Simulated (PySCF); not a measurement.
C2H3F2, SMILES C[C](F)F, multiplicity 2. Atoms are numbered in the order given.

```xyz
7

C     -1.3823     0.0443     0.0000
C      0.0590    -0.3061     0.0000
F      0.7329     0.0641     1.0939
F      0.7329     0.0641    -1.0939
H     -1.5107     1.1441     0.0000
H     -1.8707    -0.3633     0.8955
H     -1.8707    -0.3633    -0.8955
```
Charge 0, spin multiplicity 2.

Geometry optimised at r2SCAN-D4/def2-SVP. The isomer is the one that the SMILES or the coordinates give; other isomers of the formula were not compared.

Two levels are set side by side: PBE/pcH-1 (PySCF) and PBE0/pcH-1 (PySCF). Contact hyperfine couplings, same geometry. Differences are taken from unrounded values.

| quantity | PBE |
|---|---|
| A(iso) of 13C, atom C1 (MHz) | 45.5 |
| A(iso) of 13C, atom C2 (MHz) | 392.1 |
| A(iso) of 19F, atom F3 (MHz) | 209.9 |
| A(iso) of 19F, atom F4 (MHz) | 209.9 |
| A(iso) of 1H, atom H5 (MHz) | 101.3 |
| A(iso) of 1H, atom H6 (MHz) | 9.8 |
| A(iso) of 1H, atom H7 (MHz) | 9.8 |

**Question.** These are the PBE values. What does PBE0 give? (The exact figures need the calculation; the answer reports its results.)

**Answer.** 
```json
[
 {"quantity": "A(iso) of 13C, atom C1 (MHz)", "PBE0": "35.8", "PBE minus PBE0": "9.7"},
 {"quantity": "A(iso) of 13C, atom C2 (MHz)", "PBE0": "424.4", "PBE minus PBE0": "-32.3"},
 {"quantity": "A(iso) of 19F, atom F3 (MHz)", "PBE0": "246.9", "PBE minus PBE0": "-37.1"},
 {"quantity": "A(iso) of 19F, atom F4 (MHz)", "PBE0": "246.9", "PBE minus PBE0": "-37.1"},
 {"quantity": "A(iso) of 1H, atom H5 (MHz)", "PBE0": "100.4", "PBE minus PBE0": "0.9"},
 {"quantity": "A(iso) of 1H, atom H6 (MHz)", "PBE0": "10.0", "PBE minus PBE0": "-0.2"},
 {"quantity": "A(iso) of 1H, atom H7 (MHz)", "PBE0": "10.0", "PBE minus PBE0": "-0.2"}
]
```

Rough cost on one machine, each run with all the roots and properties that it gave: PBE0 against PBE within a factor of 2.
